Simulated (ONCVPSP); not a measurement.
**What one change does to a pseudopotential (Ge, ONCV)**

| Property | Result |
| --- | --- |
| Element | Ge |
| Generator | ONCVPSP 4.0.1 |
| Type | optimised norm-conserving Vanderbilt (ONCV) |
| Functional | PBEsol |
| Relativity | scalar-relativistic |
| Frozen core | [Ar] |
| Valence charge | 14 |
| Reference configuration | 3d10 4s2 4p2 |
| Partial waves | 4s: rc 1.95 bohr, ncon 4, nbas 8, qcut 4.3 1/bohr, 2 projectors, debl 1.5 Ha; 4p: rc 2.20 bohr, ncon 3, nbas 7, qcut 3.1 1/bohr, 2 projectors, debl 3.7 Ha; 3d: rc 0.65 bohr, ncon 4, nbas 8, qcut 15.5 1/bohr, 1 projector |
| Local potential | polynomial inside 0.50 bohr (lpopt 5, dvloc0 0 Ha) |
| Core correction | Teter function, fcfact 5.75, rcfact 1.05 |

All-electron outer shells of the reference configuration (PBEsol, scalar-relativistic, ld1.x):

```csv
shell,level (eV),outermost node (bohr),outermost maximum (bohr)
3s,-168.12,0.26,0.54
3p,-115.43,0.23,0.54
3d,-29.31,–,0.50
4s,-11.74,0.77,1.75
4p,-3.90,0.82,2.22
```

Change: s: rc 2.66.

Cutoffs: the cutoffs (Ha) at which the residual kinetic energy of the hardest occupied pseudo-wave falls to 1 and 0.1 mHa per electron; they do not see the model core or the augmentation charge, which bear on the density cutoff. Errors are all-electron minus pseudo energies relative to the spin-unpolarised reference configuration.

How do hardness, ghosts and transferability respond?

The potential gets neither clearly harder nor softer (529 Ha and 611 Ha → 529 Ha and 611 Ha); both files keep a bound ghost (p, s); of the 4 tests that both files solve, the error grows in 2 and shrinks in 2 by more than 15 % and 0.3 meV (median size 10.6 → 16.1 meV).

```csv
quantity,base,changed
"cutoff, loose",529 Ha,529 Ha
"cutoff, tight",611 Ha,611 Ha
loose cutoff by channel,"s 7.8 Ha, p 2.7 Ha, d 529 Ha","s 5.7 Ha, p 2.7 Ha, d 529 Ha"
bound ghosts,"s, p","s, p"
GHOST(+) flags under 300 eV,s at 141.2 eV,s at 97.4 eV
"error for 3d10 4s2 4p1, meV [ΔE 7.45 eV]",-2.2,-1.6
"error for 3d10 4s2 4p0, meV [ΔE 22.90 eV]",-19,-12
"error for 3d10 4s1 4p0, meV [ΔE 57.69 eV]",-53,-93
"error for 3d10 4s1 4p2, meV [ΔE 16.18 eV]",+1.7,-20
p: phases at 2.23 bohr within 0.05 rad from the reference energy up to (Ha; the scan ends near 5),to the end of the scan,to the end of the scan
d: phases at 0.66 bohr within 0.05 rad from the reference energy up to (Ha; the scan ends near 5),to the end of the scan,to the end of the scan
"rms error of d²Exc/dni dnj with the model core, mHa",3.57,3.59
```

 A true bound ghost makes a file unfit for plane-wave use even where its test errors are small: the radial tests pick states by their node count and pass the ghost by.
